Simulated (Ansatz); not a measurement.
Saddle point of BH₃F₄, singlet (BHF₂ ([F][BH][F]) + HF + HF → BF₃ ([F][B]([F])[F]) + HF + H₂; bonds formed: B1–F6, H2–H7, H5–F8; bonds broken: B1–H2, H5–F6, H7–F8), PBE0-D4/def2-TZVP structure:

```xyz
8
angstrom
B -0.7020 0.0198 -0.5102
H -0.4631 0.7687 0.5617
F -1.7606 -0.7483 -0.2463
F -0.7296 0.8230 -1.5755
H 1.2018 -0.5664 0.2498
F 0.5297 -0.8855 -0.6252
H 0.4667 0.5309 0.9781
F 1.4570 0.0578 1.1676
```

Energies are electronic, without zero-point energy. Barriers and step energies count from the start structure reached by relaxing down the imaginary mode; all methods use the PBE0-D4 structures, on which another method's saddle can fall below an end. Program: Ansatz 0.2.0. Basis: def2-TZVPP, with def2-QZVPP for the basis limit. Cores are frozen in the correlated methods. B3LYP uses VWN-RPA correlation. Extrapolation: Hartree–Fock as exp(−7.88 √X), correlation as X^−2.97.

```csv
method,barrier (eV),step energy (eV)
SPW92,-0.319,-0.855
PBE-D4,0.299,-0.934
BLYP-D4,0.528,-0.992
r2SCAN-D4,0.341,-1.035
B97M-V,0.618,-1.065
PBE0-D4,?,-0.964
B3LYP-D4,0.619,-1.005
r2SCAN0-D4,0.483,-1.037
BHLYP-D4,0.814,-1.031
CAM-B3LYP-D4,?,-0.993
wB97X-V,0.627,-0.983
wB97M-V,0.628,-0.987
B2PLYP,0.682,-1.006
PBE-QIDH,?,-0.994
RPA on PBE,0.698,-0.999
HF,1.465,-1.134
MP2,0.680,-1.012
CCSD,0.838,-1.015
CCSD(T),0.719,-1.006
```

(1) Fill in the withheld barriers. (An estimate is asked for; the value comes from the calculation.)

T1 diagnostic: at most 0.012.

Results:

(1) By the calculation: PBE-QIDH 0.603; PBE0-D4 0.467; CAM-B3LYP-D4 0.557 eV. Each is the energy of the saddle less that of the start structure, by the same method.

For comparison, the barrier by CCSD(T) at an estimated basis limit (MP2 extrapolated from triple and quadruple zeta, plus CCSD(T) − MP2 in triple zeta) is 0.778 eV.

Labels in which every atom is bracketed show which atoms are joined, not bond orders.

For scale, one of the runs: CCSD(T)/def2-TZVPP, 197 basis functions, launched by `ansatz run in.yaml --threads 4 --pin off --events-out ev --progress --plain --max-ram 9574MiB`. Time: 84 s of wall clock on 4 CPU threads of an Arm Neoverse V1; the host was shared. Peak host memory: 2.8 GiB.
